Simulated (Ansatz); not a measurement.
Input file for Ansatz (an electronic-structure program): R-B3LYP/def2-TZVPP on BCl3H3N (SMILES [NH3+][B-](Cl)(Cl)Cl).

Ansatz 0.2 input:
```yaml
crystal:
  periodic: [false, false, false]
  atoms:
    - {symbol: B, position_ang: [0.00001795, 0.00000027, -0.76304143]}
    - {symbol: Cl, position_ang: [1.77516886, -0.00002687, -1.23964721]}
    - {symbol: Cl, position_ang: [-0.88755669, 1.53735134, -1.23959936]}
    - {symbol: Cl, position_ang: [-0.88760279, -1.53732572, -1.23959669]}
    - {symbol: N, position_ang: [0.00000500, 0.00000050, 0.86057086]}
    - {symbol: H, position_ang: [0.47887392, 0.82943961, 1.20712500]}
    - {symbol: H, position_ang: [-0.95776503, 0.00000867, 1.20706490]}
    - {symbol: H, position_ang: [0.47885880, -0.82944781, 1.20712392]}
basis:
  gaussian:
    orbitals: def2-TZVPP
hamiltonian:
  xc: {name: B3LYP}
scf: {lower_state_search: off}
```

The log:

```
WARN ansatz: RAYON_NUM_THREADS=4 ignored (pool sized by the plan → 4); use --threads N
Functional definition: B3LYP
these checks for a lower state are left out or cut short: stability, starts, cluster_reference, orbital_swaps, neighbouring_geometries, increment
integrals: 0.20 GiB planned
1440 factors; their error is unknown
mean field: 1.57 GiB planned
mean field evaluation 1: about -39785.7728 eV, gradient 5.2e1 eV
mean field evaluation 2: about -39781.8719 eV, gradient 6.7e1 eV
mean field evaluation 4: about -39790.7875 eV, gradient 3.0e0 eV
mean field evaluation 8: about -39790.8061 eV, gradient 3.2e-2 eV
mean field evaluation 16: about -39790.8789 eV, gradient 1.3e-5 eV
mean field -39790.87887352 eV, -1462.2878273756 hartree, gradient 2.4e-6 eV, S^2 0.000000; 0 other end points of the search recorded, 0 dependent functions left out
reference -39790.87913369 eV, -1462.2878369365 hartree; 33, 33 occupied and 197, 197 virtual orbitals, 1440 factors
Total energy: -39790.87913369 eV, -1462.2878369365 hartree
Checks for a lower state left out: stability, starts, cluster_reference, orbital_swaps, neighbouring_geometries, increment
```

The calculation finished and met its thresholds.

Cost: very roughly 7 core-seconds.
